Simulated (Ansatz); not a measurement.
A search over several starts for the lowest SCF solution of Ag2F2⁻ at the given spin, in a small basis.

```yaml
crystal:
  periodic: [false, false, false]
  atoms:
    - {symbol: Ag, position_ang: [-0.727176, 0.152444, -1.271465]}
    - {symbol: Ag, position_ang: [0.727123, -0.152521, 1.271004]}
    - {symbol: F, position_ang: [-0.266583, -1.643782, -0.046329]}
    - {symbol: F, position_ang: [0.266636, 1.643859, 0.046800]}
basis:
  gaussian: {orbitals: def2-SVP}
total_charge: -1
magnetization: {spin_polarized: true, initial_magnetization: 1}
hamiltonian: {xc: pbe0, dispersion: d4}
output: {orbitals: {seedname: orbitals}}
```

```sh
$ ansatz run in.yaml --threads 4 --pin off --events-out ev --progress --plain --max-ram 3916MiB
```

Shortened log:

```
Functional definition: PBE0
926 factors; integrals over basis functions are off by at most 7.8e-4 eV
mean field evaluation 1: about -13422.2417 eV, gradient 1.4e1 eV
mean field evaluation 2: about -13420.3023 eV, gradient 2.9e1 eV
mean field evaluation 4: about -13423.1522 eV, gradient 1.0e0 eV
mean field evaluation 8: about -13423.3573 eV, gradient 9.9e-2 eV
mean field evaluation 16: about -13423.3575 eV, gradient 9.1e-4 eV
mean field -13423.35745711 eV, -493.2992878702 hartree, gradient 4.8e-6 eV, S^2 0.755573; 1 other end points of the search recorded, 0 dependent functions left out
reference -13423.35748757 eV, -493.2992889895 hartree; 29, 28 occupied and 61, 62 virtual orbitals, 926 factors
Total energy: -13423.45809974 eV, -493.3029864188 hartree
```

Run time 5.5 s (4 threads of Arm Neoverse V2 on a shared host).

Other converged states that the search met: 0.58 eV higher (⟨S²⟩ = 0.75).

In the def2 sets Ag takes a core potential; there is no spin–orbit coupling. The highest occupied level of the charge -1 doublet lies above zero (up to 0.47 eV). By energy differences its removal costs 1.21 eV (vertical, to the charge 0 singlet, at PBE0-D4/def2-TZVPD). The structure comes from a short search, and lower isomers may exist.
